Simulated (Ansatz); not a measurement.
Consider the redistribution: `[NH2][Sn][O][SiH3]` + `C[NH][AlH][F]` → `[F][AlH][NH][SiH3]` + `C[O][Sn][NH2]`.

Calculated with Ansatz (gas phase, PBE0-D4/def2-TZVP geometries, no zero-point term in ΔE). CCSD(T)/CBS adds triple-zeta CCSD(T) − MP2 to the extrapolated MP2 energy (def2 sets, frozen cores). DFT in def2-TZVPP. B3LYP here is the variant with VWN-RPA as its local correlation; programs differ in this. HSE06 is defined as in plane-wave codes. def2 core potentials past Kr. For Sn outer-core shells are correlated without core-valence functions, which leaves a few kJ/mol of doubt a bond. One conformer a species, not always the lowest.

```csv
level,ΔE (eV)
CAM-B3LYP-D4,0.72
revPBE,0.63
BLYP,0.67
B3LYP,0.70
HSE06,0.67
LC-ωPBE,0.69
HF/def2-SVP,0.72
MP2/def2-SVP,0.70
```

Problem. What does CCSD(T)/CBS give? (Estimate.)

Solution. Computed: +0.70 eV. The listed levels differ from it by 0.02, -0.07, -0.03, 0.00, -0.03, -0.01, 0.02, 0.00 eV.

Largest T1 diagnostic among the species: 0.017.

From r2SCAN to r2SCAN0 (25 % exact exchange), in def2-TZVPP and without D4, ΔE moves by +0.03 eV. At CCSD(T), def2-SVP lies −0.03 eV from the extrapolated value and def2-TZVPP −0.01 eV.
